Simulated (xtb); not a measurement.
xtb input (GFN2-xTB):

```bash
xtb mol.xyz --gfn 2 --sp --chrg -1 --uhf 0
```
mol.xyz:
```
17

C      2.30113124    -0.67248191    -0.54409755
C      1.24316614     0.40795028    -0.88053814
C      0.31318285     0.77660995     0.22907681
C     -0.93249085     0.19919952     0.47988244
C     -1.77589449     0.44169484     1.55905621
C     -1.45830311    -0.80354771    -0.53992950
H      2.90714781    -0.35299621     0.30895553
H      2.97822005    -0.87595553    -1.39092307
H      1.81176607    -1.60810127    -0.26039411
H      0.69079812     0.05366889    -1.76147532
H      1.80140125     1.29323566    -1.23055398
H      0.70133519     1.48172856     0.96250031
H     -2.74622066    -0.03373820     1.63072658
H     -1.50393061     1.14034871     2.34416856
H     -2.46174645    -1.13652897    -0.26830292
H     -0.81616325    -1.68861569    -0.61067873
H     -1.50735838    -0.36959567    -1.54472432
```

Output:

```
           -------------------------------------------------
          |                Calculation Setup                |
           -------------------------------------------------

           -------------------------------------------------
          |                 G F N 2 - x T B                 |
           -------------------------------------------------

        Reference                      10.1021/acs.jctc.8b01176
      * Hamiltonian:
        H0-scaling (s, p, d)           1.850000    2.230000    2.230000
        zeta-weighting                 0.500000
      * Dispersion:
        s8                             2.700000
        a1                             0.520000
        a2                             5.000000
        s9                             5.000000
      * Repulsion:
        kExp                           1.500000    1.000000
        rExp                           1.000000
      * Coulomb:
        alpha                          2.000000
        third order                    shell-resolved
        anisotropic                    true
        a3                             3.000000
        a5                             4.000000
        cn-shift                       1.200000
        cn-exp                         4.000000
        max-rad                        5.000000

          ...................................................
          :                      SETUP                      :
          :.................................................:
          :  # basis functions                  35          :
          :  # atomic orbitals                  35          :
          :  # shells                           23          :
          :  # electrons                        36          :
          :  max. iterations                   250          :
          :  Hamiltonian                  GFN2-xTB          :
          :  restarted?                      false          :
          :  GBSA solvation                  false          :
          :  PC potential                    false          :
          :  electronic temp.          300.0000000     K    :
          :  accuracy                    1.0000000          :
          :  -> integral cutoff          0.2500000E+02      :
          :  -> integral neglect         0.1000000E-07      :
          :  -> SCF convergence          0.1000000E-05 Eh   :
          :  -> wf. convergence          0.1000000E-03 e    :
          :  Broyden damping             0.4000000          :
          :  net charge                         -1          :
          :  unpaired electrons                  0          :
          ...................................................

 iter      E             dE          RMSdq      gap      omega  full diag
   1    -18.7508185 -0.187508E+02  0.313E+00    4.13       0.0  T
   2    -18.8369703 -0.861518E-01  0.148E+00    3.49       1.0  T
   3    -18.8408158 -0.384547E-02  0.873E-01    3.73       1.0  T
   4    -18.8406954  0.120354E-03  0.380E-01    3.57       1.0  T
   5    -18.8417584 -0.106292E-02  0.127E-01    3.63       1.0  T
   6    -18.8419176 -0.159287E-03  0.715E-02    3.64       1.0  T
   7    -18.8419498 -0.321593E-04  0.244E-02    3.63       1.0  T
   8    -18.8419508 -0.944034E-06  0.375E-03    3.63       6.5  T
   9    -18.8419508 -0.378489E-07  0.163E-03    3.63      14.9  T
  10    -18.8419508 -0.867328E-08  0.460E-04    3.63      52.7  T
  11    -18.8419508 -0.306756E-09  0.185E-04    3.63     131.2  T

   *** convergence criteria satisfied after 11 iterations ***

         #    Occupation            Energy/Eh            Energy/eV
      -------------------------------------------------------------
         1        2.0000           -0.4409102             -11.9978
       ...           ...                  ...                  ...
        12        2.0000           -0.2697272              -7.3397
        13        2.0000           -0.2608920              -7.0992
        14        2.0000           -0.2255347              -6.1371
        15        2.0000           -0.2106479              -5.7320
        16        2.0000           -0.2031628              -5.5283
        17        2.0000           -0.1640206              -4.4632
        18        2.0000           -0.0551623              -1.5010 (HOMO)
        19                          0.0782999               2.1306 (LUMO)
        20                          0.2697040               7.3390
        21                          0.2931814               7.9779
        22                          0.2975580               8.0970
        23                          0.3110217               8.4633
       ...                                ...                  ...
        35                          0.8095165              22.0281
      -------------------------------------------------------------
                  HL-Gap            0.1334622 Eh            3.6317 eV
             Fermi-level            0.0115688 Eh            0.3148 eV

 SCC (total)                   0 d,  0 h,  0 min,  0.007 sec
 SCC setup                      ...        0 min,  0.000 sec (  1.383%)
 Dispersion                     ...        0 min,  0.000 sec (  1.127%)
 classical contributions        ...        0 min,  0.000 sec (  0.454%)
 integral evaluation            ...        0 min,  0.001 sec ( 13.287%)
 iterations                     ...        0 min,  0.004 sec ( 50.743%)
 molecular gradient             ...        0 min,  0.002 sec ( 30.975%)
 printout                       ...        0 min,  0.000 sec (  1.828%)

         :::::::::::::::::::::::::::::::::::::::::::::::::::::
         ::                     SUMMARY                     ::
         :::::::::::::::::::::::::::::::::::::::::::::::::::::
         :: total energy             -18.552964706264 Eh    ::
         :: gradient norm              0.022164559621 Eh/a0 ::
         :: HOMO-LUMO gap              3.631690792911 eV    ::
         ::.................................................::
         :: SCC energy               -18.841921287543 Eh    ::
         :: -> isotropic ES            0.118991083245 Eh    ::
         :: -> anisotropic ES          0.025776360643 Eh    ::
         :: -> anisotropic XC          0.010537359178 Eh    ::
         :: -> dispersion             -0.011854962232 Eh    ::
         :: repulsion energy           0.288956581279 Eh    ::
         :: add. restraining           0.000000000000 Eh    ::
         :: total charge              -1.000000000000 e     ::
         :::::::::::::::::::::::::::::::::::::::::::::::::::::

           -------------------------------------------------
          |                Property Printout                |
           -------------------------------------------------

    * Orbital Energies and Occupations

         #    Occupation            Energy/Eh            Energy/eV
      -------------------------------------------------------------
         1        2.0000           -0.4409102             -11.9978
       ...           ...                  ...                  ...
         6        2.0000           -0.3362348              -9.1494
         7        2.0000           -0.3245198              -8.8306
         8        2.0000           -0.3025736              -8.2334
         9        2.0000           -0.2992017              -8.1417
        10        2.0000           -0.2934652              -7.9856
        11        2.0000           -0.2881469              -7.8409
        12        2.0000           -0.2697272              -7.3397
        13        2.0000           -0.2608920              -7.0992
        14        2.0000           -0.2255347              -6.1371
        15        2.0000           -0.2106479              -5.7320
        16        2.0000           -0.2031628              -5.5283
        17        2.0000           -0.1640206              -4.4632
        18        2.0000           -0.0551623              -1.5010 (HOMO)
        19                          0.0782999               2.1306 (LUMO)
        20                          0.2697040               7.3390
        21                          0.2931814               7.9779
        22                          0.2975580               8.0970
        23                          0.3110217               8.4633
        24                          0.3190291               8.6812
        25                          0.3385943               9.2136
        26                          0.3534710               9.6184
        27                          0.3682332              10.0201
        28                          0.3789869              10.3128
        29                          0.4043342              11.0025
       ...                                ...                  ...
        35                          0.8095165              22.0281
      -------------------------------------------------------------
                  HL-Gap            0.1334622 Eh            3.6317 eV
             Fermi-level            0.0115688 Eh            0.3148 eV

     #   Z          covCN         q      C6AA      α(0)
     1   6 C        3.745    -0.080    22.104     6.707
     2   6 C        3.797    -0.023    20.994     6.524
     3   6 C        2.891    -0.199    33.261     9.456
     4   6 C        2.937    -0.022    28.554     8.764
     5   6 C        2.842    -0.221    33.886     9.540
     6   6 C        3.758    -0.071    21.903     6.672
     7   1 H        0.924    -0.001     3.069     2.739
     8   1 H        0.923    -0.025     3.541     2.943
     9   1 H        0.924     0.005     2.979     2.699
    10   1 H        0.923    -0.021     3.444     2.902
    11   1 H        0.923    -0.039     3.838     3.064
    12   1 H        0.925    -0.077     4.813     3.431
    13   1 H        0.925    -0.089     5.194     3.564
    14   1 H        0.925    -0.086     5.080     3.525
    15   1 H        0.924    -0.013     3.302     2.842
    16   1 H        0.924    -0.018     3.393     2.881
    17   1 H        0.924    -0.020     3.422     2.893

 Mol. C6AA /au·bohr⁶  :       2728.626923
 Mol. C8AA /au·bohr⁸  :      57723.556652
 Mol. α(0) /au        :         81.143778

Wiberg/Mayer (AO) data.
largest (>0.10) Wiberg bond orders for each atom

 ---------------------------------------------------------------------------
     #   Z sym  total        # sym  WBO       # sym  WBO       # sym  WBO
 ---------------------------------------------------------------------------
     1   6 C    3.990 --     7 H    0.991     9 H    0.990     8 H    0.987
                             2 C    0.978
     2   6 C    3.973 --     3 C    1.025     1 C    0.978    11 H    0.974
                            10 H    0.973
     3   6 C    3.755 --     4 C    1.440     2 C    1.025    12 H    0.967
                             5 C    0.262
     4   6 C    3.964 --     5 C    1.501     3 C    1.440     6 C    0.993
     5   6 C    3.775 --     4 C    1.501    14 H    0.976    13 H    0.973
                             3 C    0.262
     6   6 C    3.983 --     4 C    0.993    15 H    0.987    16 H    0.982
                            17 H    0.980
     7   1 H    1.000 --     1 C    0.991
     8   1 H    0.998 --     1 C    0.987
     9   1 H    1.000 --     1 C    0.990
    10   1 H    1.000 --     2 C    0.973
    11   1 H    0.998 --     2 C    0.974
    12   1 H    0.994 --     3 C    0.967
    13   1 H    0.992 --     5 C    0.973
    14   1 H    0.993 --     5 C    0.976
    15   1 H    1.000 --     6 C    0.987
    16   1 H    1.000 --     6 C    0.982
    17   1 H    1.000 --     6 C    0.980
 ---------------------------------------------------------------------------

Topologies differ in total number of bonds
Writing topology from bond orders to xtbtopo.mol

molecular dipole:
                 x           y           z       tot (Debye)
 q only:        0.911      -0.656      -1.047
Note: The following floating-point exceptions are signalling: IEEE_UNDERFLOW_FLAG IEEE_DENORMAL
normal termination of xtb
   full:        1.023      -0.854      -1.224       4.599
molecular quadrupole (traceless):
                xx          xy          yy          xz          yz          zz
 q only:       -5.686       0.561       5.374       7.911      -3.069       0.312
  q+dip:       -4.149       1.958       3.913       6.971      -1.841       0.236
   full:       -4.332       1.696       4.169       7.265      -1.888       0.163

           -------------------------------------------------
          | TOTAL ENERGY              -18.552964706264 Eh   |
          | GRADIENT NORM               0.022164559621 Eh/α |
          | HOMO-LUMO GAP               3.631690792911 eV   |
           -------------------------------------------------

------------------------------------------------------------------------
------------------------------------------------------------------------
 total:
 SCF:
```

It need not be the lowest isomer of its formula. Whether it binds its extra electron was not tested at this geometry.
